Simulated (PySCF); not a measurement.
Species: C4H8B2Cl2.
Structure used (PBE0-D3(BJ)/def2-SVP), in Å, numbered top down from 1:
```xyz
16
C4H8B2Cl2 angstrom
C      1.9887   -1.4793   -0.2041
C      0.7199   -1.1529   -0.4991
B      0.1057    0.2555   -0.2344
C      0.9000    1.4391    0.4205
C     -1.4156    0.4917   -0.6401
B     -2.2343   -0.1253    0.5199
Cl    -2.5387    0.7858    1.9944
Cl    -2.8129   -1.7851    0.4707
H      2.4029   -2.4739   -0.4037
H      2.6735   -0.7572    0.2538
H      0.0937   -1.9333   -0.9515
H      0.2818    1.9445    1.1810
H      1.8687    1.1757    0.8682
H      1.0873    2.1998   -0.3596
H     -1.6376   -0.0463   -1.5746
H     -1.6329    1.5665   -0.7274
```

Method: PBE0-D3(BJ)/def2-SVP geometry optimisation, gas phase (PySCF 2.14.0).

Masses are those of the commonest isotopes; rigid-rotor values at the optimised geometry. The values belong to one conformer with, in the numbering `[CH2:1]=[CH:2][B:3]([CH3:4])[CH2:5][B:6]([Cl:7])[Cl:8]`, C1–C2–B3–C4 -1°, C2–B3–C5–B6 80°, B3–C5–B6–Cl7 83°.

(1) Give the principal moments of inertia and the rotational constants in cm⁻¹.

(2) Classify the top.

(3) What does the inertial defect say?

(4) Give the other two planar moments, Paa and Pbb, and the rms extents of the mass along the axes.

(5) Where do the levels up to J = 2 lie, in K?

(6) Which types of transition are allowed, and where do some lines up to J = 2 fall?

Results:

(1) Ia = 296.32, Ib = 552.92, Ic = 740.71 u·Å²; 505379 MHz·u·Å²/I gives 1705, 914.0 and 682.3 MHz, that is A = 0.05689, B = 0.03049, C = 0.02276 cm⁻¹.

(2) An asymmetric top: κ = (2 × 914.0 − 1705 − 682.3)/(1705 − 682.3) = -0.55.

(3) Not planar: Δ = Ic − Ia − Ib = -108.54 u·Å². For a rigid frame Δ = −2 Σ m c², so Σ m c² = 54.27 u·Å² lies off the ab plane: 12.10 from hydrogen and 42.17 from heavier atoms. The atom farthest from that plane is 2.05 Å away.

(4) Paa = Σ m a² = (Ib + Ic − Ia)/2 = 498.65 and Pbb = Σ m b² = (Ia + Ic − Ib)/2 = 242.06 u·Å². With the mass M = 148.02 u, the rms extents √(P/M) along a, b and c are 1.84, 1.28, 0.61 Å.

(5) Above 0(0,0), as E/k:
J = 1: 1(0,1) 0.077, 1(1,1) 0.115, 1(1,0) 0.126
J = 2: 2(0,2) 0.228, 2(1,2) 0.257, 2(1,1) 0.290, 2(2,1) 0.404, 2(2,0) 0.406
The levels of one J sum to (2J + 1)J(J + 1)(A + B + C)/3.

(6) The dipole components are |μa| = 1.72 D, |μb| = 0.12 D, |μc| = 0.59 D. The squared components, which scale the intensities, stand as 1.00 : 0.00 : 0.12 (a : b : c). Some lines, for components of 0.1 D or more:

```json
{"type": "c", "branch": "Q", "J(Ka,Kc)": "2(1,2) ← 2(0,2)", "MHz": "604", "lower level (cm⁻¹)": "0.158"}
{"type": "a", "branch": "Q", "J(Ka,Kc)": "2(1,1) ← 2(1,2)", "MHz": "695", "lower level (cm⁻¹)": "0.178"}
{"type": "c", "branch": "Q", "J(Ka,Kc)": "1(1,1) ← 1(0,1)", "MHz": "791", "lower level (cm⁻¹)": "0.053"}
{"type": "b", "branch": "Q", "J(Ka,Kc)": "1(1,0) ← 1(0,1)", "MHz": "1023", "lower level (cm⁻¹)": "0.053"}
{"type": "b", "branch": "Q", "J(Ka,Kc)": "2(1,1) ← 2(0,2)", "MHz": "1299", "lower level (cm⁻¹)": "0.158"}
{"type": "a", "branch": "R", "J(Ka,Kc)": "1(0,1) ← 0(0,0)", "MHz": "1596", "lower level (cm⁻¹)": "0.000"}
{"type": "b", "branch": "R", "J(Ka,Kc)": "2(0,2) ← 1(1,1)", "MHz": "2357", "lower level (cm⁻¹)": "0.080"}
{"type": "c", "branch": "Q", "J(Ka,Kc)": "2(2,1) ← 2(1,1)", "MHz": "2374", "lower level (cm⁻¹)": "0.202"}
{"type": "b", "branch": "R", "J(Ka,Kc)": "1(1,1) ← 0(0,0)", "MHz": "2388", "lower level (cm⁻¹)": "0.000"}
{"type": "b", "branch": "Q", "J(Ka,Kc)": "2(2,0) ← 2(1,1)", "MHz": "2418", "lower level (cm⁻¹)": "0.202"}
{"type": "c", "branch": "R", "J(Ka,Kc)": "1(1,0) ← 0(0,0)", "MHz": "2620", "lower level (cm⁻¹)": "0.000"}
{"type": "a", "branch": "R", "J(Ka,Kc)": "2(1,2) ← 1(1,1)", "MHz": "2961", "lower level (cm⁻¹)": "0.080"}
{"type": "b", "branch": "Q", "J(Ka,Kc)": "2(2,1) ← 2(1,2)", "MHz": "3070", "lower level (cm⁻¹)": "0.178"}
{"type": "a", "branch": "R", "J(Ka,Kc)": "2(0,2) ← 1(0,1)", "MHz": "3149", "lower level (cm⁻¹)": "0.053"}
{"type": "a", "branch": "R", "J(Ka,Kc)": "2(1,1) ← 1(1,0)", "MHz": "3424", "lower level (cm⁻¹)": "0.087"}
{"type": "b", "branch": "R", "J(Ka,Kc)": "2(1,2) ← 1(0,1)", "MHz": "3752", "lower level (cm⁻¹)": "0.053"}
{"type": "c", "branch": "R", "J(Ka,Kc)": "2(1,1) ← 1(0,1)", "MHz": "4448", "lower level (cm⁻¹)": "0.053"}
{"type": "b", "branch": "R", "J(Ka,Kc)": "2(2,1) ← 1(1,0)", "MHz": "5799", "lower level (cm⁻¹)": "0.087"}
{"type": "c", "branch": "R", "J(Ka,Kc)": "2(2,0) ← 1(1,0)", "MHz": "5843", "lower level (cm⁻¹)": "0.087"}
{"type": "c", "branch": "R", "J(Ka,Kc)": "2(2,1) ← 1(1,1)", "MHz": "6030", "lower level (cm⁻¹)": "0.080"}
{"type": "b", "branch": "R", "J(Ka,Kc)": "2(2,0) ← 1(1,1)", "MHz": "6074", "lower level (cm⁻¹)": "0.080"}
```

Whether it is a minimum is left open (no frequencies). Constants of a rigid frame at the computed geometry: no zero-point averaging, no centrifugal distortion. A rigid rotor knows nothing of internal rotation, which can split or shift real lines. Quadrupole hyperfine structure (11B, 35Cl) is left out.
